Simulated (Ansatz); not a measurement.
Species: CH5GeNO, SMILES `[NH2][GeH2][CH]=O` (charge 0, multiplicity 1).

Task: Give a relaxed geometry from PBE0-D4/def2-SVP in Ansatz (a program for electronic structure).

Result: This is not unique; one that fits is the end point of this relaxation, one of several conformers (outside a Z-matrix the atoms follow the SMILES, hydrogens last).
Cartesian coordinates (Å) in one orientation:
```xyz
9

N     -1.481    -0.434    -0.611
Ge    -0.239     0.713     0.088
C      1.504    -0.201     0.489
O      1.656    -1.372     0.254
H     -1.742    -1.184     0.025
H     -1.190    -0.861    -1.487
H     -0.801     1.302     1.397
H      0.021     1.836    -0.936
H      2.347     0.400     0.939
```
